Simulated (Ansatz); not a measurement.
System: C₃H₁₀Cl₂Si₂, charge 0, multiplicity 1. SMILES: C[Si]([SiH](Cl)Cl)(C)C
Geometry from a B3LYP-D3(BJ)/def2-TZVP (Ansatz, a program for electronic structure) optimisation:
```
Si
C 1 1.8760
H 2 1.0913 1 111.05
H 2 1.0913 3 107.97 1 121.97
H 2 1.0929 3 108.08 4 116.68
C 1 1.8782 2 111.11 3 177.88
H 6 1.0914 1 111.03 2 -58.53
H 6 1.0918 7 108.01 1 122.58
H 6 1.0930 7 107.96 8 116.30
C 1 1.8782 2 111.11 3 -57.74
H 10 1.0914 1 111.04 2 58.53
H 10 1.0918 11 108.01 1 -122.58
H 10 1.0930 11 107.95 12 -116.30
Si 1 2.3434 2 106.57 3 60.08
H 14 1.4791 1 117.97 2 -179.79
Cl 14 2.0777 15 105.98 1 -122.39
Cl 14 2.0777 15 105.98 16 -115.22
```
Charge 0, spin multiplicity 1.

Computed values are from Ansatz. Cores are frozen in the correlated levels unless marked. UHF or UKS for open shells. Spin-orbit coupling is left out. Non-relativistic. Basis-set limits of correlation are two-point, X^-3; Hartree-Fock from the larger set. The bracket is a focal-point correction in the basis named.

Q: What is the total energy at RI-MP2/CBS(aug-cc-pV(T+d)Z,aug-cc-pV(Q+d)Z)+[CCSD(T)-MP2]/aug-cc-pV(T+d)Z?

A: -1618.0356 Eh.

Q: What is the dipole moment at CCSD(T)/aug-cc-pV(D+d)Z?

A: 2.82 D.

Q: What is the atomisation energy De at RI-MP2/CBS(aug-cc-pV(T+d)Z,aug-cc-pV(Q+d)Z)+[CCSD(T)-MP2]/aug-cc-pV(T+d)Z?

A: 1483.0 kcal/mol.

Q: What is the T1 diagnostic at CCSD/aug-cc-pV(T+d)Z?

A: 0.010.
